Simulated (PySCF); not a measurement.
## How methods differ on the ionisation energy of Se+

Se+ [Ar] 3d10 4s2 4p3 (4S) → Se(2+) [Ar] 3d10 4s2 4p2 (3P), as a difference of total energies. Computed with PySCF 2.14 in aug-cc-pVQZ-PP with ECP10MDF (7s6p5d3f2g, 89 functions), with a scalar-relativistic core potential. Correlated levels: valence: 3s2 3p6 3d10 frozen. The calculations carry no spin-orbit coupling.

| method | ionisation energy (eV) | difference from reference (eV) |
| --- | --- | --- |
| UHF | 20.839 | -0.357 |
| MP2 (valence) | 21.388 | +0.192 |
| SCS-MP2 (valence) | 21.234 | +0.038 |
| CCSD (valence) | 21.344 | +0.148 |
| CCSD(T) (valence) | 21.379 | +0.183 |

Reference: 21.196 ± 0.01 eV (measured; NIST Atomic Spectra Database, ionization energies).

The reference lies between the lowest fine-structure levels, while these numbers refer to the centres of the terms.

Errors of the correlated levels include the incompleteness of this basis and the frozen core.
